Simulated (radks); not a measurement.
The numbers below are computed, except where a source is named.
Q: The lithium ion Li+, [He]. Level of theory: non-relativistic Kohn-Sham, exchange-only B88, spin-polarised, spherical densities, point nucleus (a radial shooting solver on a logarithmic mesh with Libxc functionals). Every spin shell is full or empty, so the densities are truly spherical. Functionals are evaluated on that one density, not self-consistently. Rank these exchange functionals by their error against the exact value of the orbitals, and give that value: LDA, PBEsol, revPBE, PW91, OPTX, WC, AM05, SOGGA, EV93, revTPSS, SCAN, r2SCAN, TASK, MVS.

A: Exact: -1.64007 hartree. From best to worst, with 100 (|E| - |E exact|)/|E exact| (equal figures are ties): OPTX -0.07, revPBE +0.12, revTPSS +0.32, TASK +0.38, r2SCAN +0.38, SCAN +0.38, MVS +0.42, PW91 -1.04, WC -3.40, EV93 +4.66, PBEsol -5.76, SOGGA -5.98, AM05 -10.66, LDA -13.89.
